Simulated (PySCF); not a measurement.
CHF, SMILES [CH]F (connectivity only; charge and spin as stated), neutral, multiplicity 1. Geometry optimised at PBE-D3(BJ)/def2-TZVPD. The isomer is the one that the SMILES or the coordinates give; other isomers of the formula were not compared.

These are PySCF 2.14.0 with PBE-D3(BJ)/def2-TZVPD values and carry that method's errors.

Harmonic wavenumbers (cm⁻¹): 1158, 1391, 2644. Rotational constants (GHz): 453.6, 36.09, 33.43; symmetry number 1.

Question: Work out the zero-point energy and the ideal-gas rigid-rotor harmonic-oscillator thermochemistry at 298.15 K and 1 atm.

Answer: ZPE = ½ Σ hcν = ½ × 5192 cm⁻¹ = 31.06 kJ/mol. H − E(el) = 41.05 kJ/mol. Entropy in J/(mol K): translation 151.98, rotation 71.23, vibration 0.28, total 223.50. G − E(el) = -25.59 kJ/mol. Cp = 34.70 J/(mol K).
